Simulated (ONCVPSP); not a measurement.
# Reading a pseudo-wave (B (Z = 5))

Columns: radius, all-electron u(r) and pseudo u(r) of the 2s shell (level -9.92 eV) of boron in the configuration [He] 2s1 2p2; PBE, scalar-relativistic, ONCV scheme, ONCVPSP 4.0.1.

| r (bohr) | all-electron | pseudo |
| --- | --- | --- |
| 0.163 | -0.3087 | 0.0966 |
| 0.325 | -0.1884 | 0.1979 |
| 0.488 | 0.0406 | 0.2998 |
| 0.650 | 0.2631 | 0.3913 |
| 0.813 | 0.4451 | 0.4733 |
| 0.975 | 0.5785 | 0.5533 |
| 1.138 | 0.6680 | 0.6336 |
| 1.300 | 0.7184 | 0.6988 |
| 1.463 | 0.7381 | 0.7331 |
| 1.625 | 0.7342 | 0.7339 |
| 1.788 | 0.7132 | 0.7132 |
| 1.950 | 0.6807 | 0.6807 |
| 2.113 | 0.6405 | 0.6405 |
| 2.275 | 0.5964 | 0.5964 |
| 2.438 | 0.5501 | 0.5501 |
| 2.600 | 0.5040 | 0.5040 |
| 2.763 | 0.4588 | 0.4588 |
| 2.925 | 0.4157 | 0.4157 |
| 3.088 | 0.3749 | 0.3749 |
| 3.250 | 0.3371 | 0.3371 |
| 3.413 | 0.3020 | 0.3020 |
| 3.575 | 0.2700 | 0.2700 |
| 3.738 | 0.2408 | 0.2408 |
| 3.900 | 0.2144 | 0.2144 |
| 4.063 | 0.1905 | 0.1905 |
| 4.225 | 0.1691 | 0.1691 |

Q: How many radial nodes do the two functions have?

A: The all-electron 2s function has n − l − 1 = 1; the pseudo-wave has 0, since the states of the same l below it are removed with the core.

Q: At about which radius was the pseudo-wave matched?

A: 1.75 bohr, where the columns begin to agree (steps of 0.16 bohr).

Q: Is the pseudo-wave norm-conserving?

A: Yes: the ONCV scheme keeps the norm inside the radius equal to the all-electron one, which fixes the energy derivative of the logarithmic derivative at the level.
